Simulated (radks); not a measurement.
Kr IV, configuration [Ar] 3d10 4s2 4p3. Calculated with a radial shooting solver on a logarithmic mesh with Libxc functionals: scalar-relativistic Kohn-Sham, PBEsol, spin-polarised, spherical densities, point nucleus; open shells are filled with parallel spins first. Some entries of the table are withheld. Estimate them.

orbital  occ.  eigenvalue (hartree)  <1/r> (bohr^-1)
1s up       1             -521.4552            36.75
1s down     1             -521.4444            36.75
2s up       1             -69.96607            8.159
2s down     1             -69.95974            8.159
2p up       3             -62.05442            7.982
2p down     3             -62.04424            7.982
3s up       1             -11.16810            2.700
3s down     1             -11.15471            2.700
3p up       3              -8.64876            2.548
3p down     3              -8.63343            2.549
3d up       5              -4.47489            2.274
3d down     5              -4.45561            2.280
4s up       1                   (1)              (2)
4s down     1                   (3)              (4)
4p up       3              -1.64294           0.7954
4p down     0              -1.50830           0.7921

Answer. 
(1) 4s up eigenvalue (hartree): -2.22343
(2) 4s up <1/r> (bohr^-1): 0.9101
(3) 4s down eigenvalue (hartree): -2.08952
(4) 4s down <1/r> (bohr^-1): 0.9163
